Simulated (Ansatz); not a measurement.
Ansatz (a first-principles code) input (RPA@PBE/def2-QZVPP):
A basis named .json is the Basis Set Exchange file of that set.

Ansatz 0.2 input:
```yaml
crystal:
  periodic: [false, false, false]
  atoms:
    - {symbol: Al, position_ang: [0.00000000, 0.00000000, 0.00000000]}
    - {symbol: Br, position_ang: [0.00000000, 0.00000000, 2.15640074]}
    - {symbol: Br, position_ang: [-0.00000000, -0.00000000, -2.15640074]}
basis:
  gaussian:
    orbitals: def2-QZVPP.json
hamiltonian:
  xc: pbe
total_charge: 1
magnetization: {spin_polarized: false}
correlation: {method: rpa, electrons: outside_noble_gas}
```

End of the output:

```
integrals: 0.62 GiB planned
1605 factors; integrals over basis functions are off by at most 9.0e-4 eV
mean field: 1.87 GiB planned
mean field evaluation 1: about -146660.3359 eV, gradient 3.3e1 eV
mean field evaluation 2: about -146660.3293 eV, gradient 3.3e1 eV
mean field evaluation 4: about -146662.8536 eV, gradient 1.6e1 eV
mean field evaluation 8: about -146663.3307 eV, gradient 4.6e-1 eV
mean field evaluation 16: about -146663.3312 eV, gradient 9.3e-5 eV
mean field -146663.33121063 eV, -5389.7780100141 hartree, gradient 1.2e-6 eV, S^2 0.000000; 0 other end points of the search recorded, 0 dependent functions left out
33 core orbitals not correlated
reference -146578.39130880 eV, -5386.6565261965 hartree; 8, 8 occupied and 207, 207 virtual orbitals, 1605 factors
Total energy: -146597.16484943 eV, -5387.3464410891 hartree
```

It need not be the lowest isomer of its formula.
